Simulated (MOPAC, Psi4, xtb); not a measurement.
Intermolecular potential of HF ··· H4OSi (SMILES F and O[SiH3]). Monomers: optimised at B3LYP-D3(BJ) (def2-TZVP), held rigid. Orientation: a random orientation, not optimised. The monomers approach along the line of their centres of mass (distance R); nothing else relaxes.

Geometry at R = 3.41 Å (first 2 atoms: monomer A):
```
8

F      0.4622     0.0000     0.0000
H     -0.4622     0.0000     0.0000
Si    -1.6930     1.4202    -2.7841
O     -0.2232     0.6649    -2.7708
H     -2.5777     0.8765    -3.8445
H     -2.3937     1.2764    -1.4837
H     -1.4117     2.8448    -3.0474
H     -0.1936    -0.2812    -2.6120
```

Levels: BLYP/def2-TZVP, counterpoise-corrected (Psi4); PM6, restricted, heats of formation (MOPAC); GFN1-xTB (xtb); SAPT0/jun-cc-pVDZ, frozen core (Psi4).

Interaction energies in kcal/mol:

```tsv
R / Å	BLYP/def2-TZVP	PM6	GFN1-xTB
2.79	9.86	3.56	2.36
3.02	4.73	2.02	-0.21
3.19	2.83	1.34	-0.77
3.41	1.57	0.75	-0.85
3.63	0.97	0.44	-0.70
3.80	0.72	0.32	-0.57
4.07	0.51	0.26	-0.39
4.43	0.36	0.24	-0.24
4.93	0.24	0.20	-0.13
5.57	0.16	0.15	-0.05
6.62	0.10	0.09	0.00
7.90	0.06	0.06	0.01
```

Question: Predict the corresponding SAPT0/jun-cc-pVDZ column.

Answer: 2.79: 9.73; 3.02: 4.74; 3.19: 2.88; 3.41: 1.62; 3.63: 1.00; 3.80: 0.74; 4.07: 0.53; 4.43: 0.40; 4.93: 0.30; 5.57: 0.23; 6.62: 0.14; 7.90: 0.09 (kcal/mol).
